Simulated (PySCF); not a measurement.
PBE on Ni⁻ (nickel, charge -1), [Ar] 3d9 4s2, 2D determinant. Computed with PySCF 2.14 in dyall-av2z, with no relativity, point nucleus.

```
cycle= 1 E= -1507.95406890836  delta_E= 0.0941  |g|= 0.861  |ddm|= 0.836
cycle= 2 E= -1507.07686384188  delta_E= 0.877  |g|= 2.55  |ddm|= 1.19
cycle= 3 E= -1508.0526100945  delta_E= -0.976  |g|= 0.454  |ddm|= 0.706
cycle= 4 E= -1508.09776829714  delta_E= -0.0452  |g|= 0.108  |ddm|= 0.378
cycle= 5 E= -1508.10145117907  delta_E= -0.00368  |g|= 0.028  |ddm|= 0.191
cycle= 6 E= -1508.10191290833  delta_E= -0.000462  |g|= 0.0033  |ddm|= 0.0603
cycle= 7 E= -1508.10191615462  delta_E= -3.25e-06  |g|= 0.000278  |ddm|= 0.00269
cycle= 8 E= -1508.10191620718  delta_E= -5.26e-08  |g|= 9.48e-05  |ddm|= 0.000929
cycle= 9 E= -1508.1019162108  delta_E= -3.62e-09  |g|= 1.48e-06  |ddm|= 0.000149
cycle= 10 E= -1508.1019162108  delta_E= -4.09e-12  |g|= 5.53e-07  |ddm|= 7.95e-06
converged SCF energy = -1508.1019162108  <S^2> = 0.75457825  2S+1 = 2.004573
```

Highest occupied orbital energy: 2.136 eV; ⟨L²⟩ = 6.03; populations by l: s 8.00, p 12.00, d 9.00, f 0.00.

Question: Can this result be used?

Answer: With care. The calculation finished and met its thresholds. At PBE the highest occupied level has a positive energy, so only the finite basis holds that electron; in a semilocal or global hybrid functional this comes from self-interaction and does not mean that the real anion is unbound.
